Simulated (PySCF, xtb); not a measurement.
2-methylidenefuran-3-one (C₅H₄O₂), SMILES C=C1OC=CC1=O.

Harmonic wavenumbers (cm⁻¹) from GFN2-xTB (xtb 6.7.1) at its own minimum, in rising order: 157, 260, 291, 480, 495, 612, 696, 729, 776, 808, 813, 859, 894, 906, 1046, 1064, 1127, 1222, 1277, 1351, 1582, 1674, 1753, 3115, 3132, 3159, 3194.

**Question.** What does PBE-D3(BJ)/def2-SVP in PySCF give at its own minimum? (The exact figures need the calculation; the answer reports its results.)

**Answer.** 164, 272, 312, 491, 502, 611, 725, 736, 754, 809, 809, 878, 883, 908, 1021, 1061, 1162, 1241, 1314, 1337, 1579, 1684, 1761, 3100, 3172, 3211, 3215. Paired by order, the mean absolute difference is 16 cm⁻¹ and the zero-point energies are 47.9 and 48.2 kcal/mol.
